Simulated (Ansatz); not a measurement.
GeH4SiSn+: where a starting geometry ends

The starting geometry of this gas-phase doublet was optimised with GFN2-xTB.

| atom | x (Å) | y (Å) | z (Å) |
| --- | --- | --- | --- |
| Ge | 2.7183 | 0.1900 | -2.7961 |
| Si | -0.7507 | 2.5295 | 0.5429 |
| Sn | 1.0301 | 1.3192 | -1.1635 |
| H | -2.0541 | 2.6073 | -0.1611 |
| H | -0.1946 | 3.8791 | 0.8033 |
| H | -0.8542 | 1.7366 | 1.7907 |
| H | 3.0684 | 1.7925 | -2.9358 |

Problem. Where would you expect an optimisation with PBE0-D3(BJ)/def2-SVP to take it?

Solution. A new bond forms, giving a structure with H7 bridging Ge1 and Sn3, given below by its coordinates. Contacts that close: Sn3–H7 (2.74 → 2.07 Å).

The energy falls by 0.23 eV over 24 steps:

```tsv
step	E − E(last) (eV)
1	0.226
4	0.098
6	0.035
9	0.003
11	0.001
14	0.001
16	0.001
19	0.000
21	0.000
24	0.000
```

Final geometry (Å):

```csv
atom,x (Å),y (Å),z (Å)
Ge,2.8370,0.4454,-2.7135
Si,-0.5625,2.5164,0.4290
Sn,1.2043,1.0327,-0.8558
H,-1.6768,2.6812,-0.5408
H,0.1714,3.7706,0.7419
H,-0.9044,1.6951,1.6191
H,1.8941,1.9128,-2.5996
```

Frequencies at the end are all real (lowest 29 cm⁻¹). Open shells are spin-unrestricted. Atoms past krypton carry core potentials, without spin–orbit terms. Run with Ansatz 0.2.0, 60 s on 2 threads of Intel(R) Xeon(R) 6975P-C (Granite Rapids), with other jobs on the host.
